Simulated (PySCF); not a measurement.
Computed with BP86/[Sn def2-TZVP with ECP28, Cl def2-TZVP], scalar-relativistic core potentials, density fitting, no spin–orbit coupling, PySCF.

```xyz
3
charge 0 multiplicity 1, angstrom
Sn    0.0000    0.0000   -0.5642
Cl    1.8301    0.0000    0.9780
Cl   -1.8301    0.0000    0.9780
```

SnCl₂ (singlet), along the line from Sn1 (at 0) through Cl2 (at 2.393 Å). Core electrons replaced by a potential are absent, the electrostatic potential uses the reduced nuclear charge, and values within about 0.7 Å of such atoms have no physical meaning.

Tabulate the fields along this line at -0.72, 0.84, 1.08, 1.32, 1.56, 1.79, 2.03, 2.27, 2.63, 2.87, 3.11, 3.35, 3.59, 3.83 Å.


```json
{"distance (Å)": "-0.72", "electron density (e/Å³)": "2.58", "electron localisation function": "0.445", "electrostatic potential (V)": "46.9"}
{"distance (Å)": "0.84", "electron density (e/Å³)": "1.18", "electron localisation function": "0.23", "electrostatic potential (V)": "30.9"}
{"distance (Å)": "1.08", "electron density (e/Å³)": "0.546", "electron localisation function": "0.224", "electrostatic potential (V)": "15"}
{"distance (Å)": "1.32", "electron density (e/Å³)": "0.632", "electron localisation function": "0.622", "electrostatic potential (V)": "10.9"}
{"distance (Å)": "1.56", "electron density (e/Å³)": "1.1", "electron localisation function": "0.812", "electrostatic potential (V)": "18.1"}
{"distance (Å)": "1.79", "electron density (e/Å³)": "1.84", "electron localisation function": "0.524", "electrostatic potential (V)": "49.6"}
{"distance (Å)": "2.03", "electron density (e/Å³)": "6.47", "electron localisation function": "0.231", "electrostatic potential (V)": "157"}
{"distance (Å)": "2.27", "electron density (e/Å³)": "173", "electron localisation function": "0.536", "electrostatic potential (V)": "1060"}
{"distance (Å)": "2.63", "electron density (e/Å³)": "38.6", "electron localisation function": "0.842", "electrostatic potential (V)": "329"}
{"distance (Å)": "2.87", "electron density (e/Å³)": "2.37", "electron localisation function": "0.126", "electrostatic potential (V)": "85.9"}
{"distance (Å)": "3.11", "electron density (e/Å³)": "1.3", "electron localisation function": "0.816", "electrostatic potential (V)": "27.9"}
{"distance (Å)": "3.35", "electron density (e/Å³)": "0.567", "electron localisation function": "0.838", "electrostatic potential (V)": "9.06"}
{"distance (Å)": "3.59", "electron density (e/Å³)": "0.216", "electron localisation function": "0.741", "electrostatic potential (V)": "2.75"}
{"distance (Å)": "3.83", "electron density (e/Å³)": "0.0795", "electron localisation function": "0.571", "electrostatic potential (V)": "0.602"}
```

On a grid of 0.12 Å the density has a local minimum along the bond near 1.20 Å from Sn, at 0.54 e/Å³, where the ELF is 0.40.
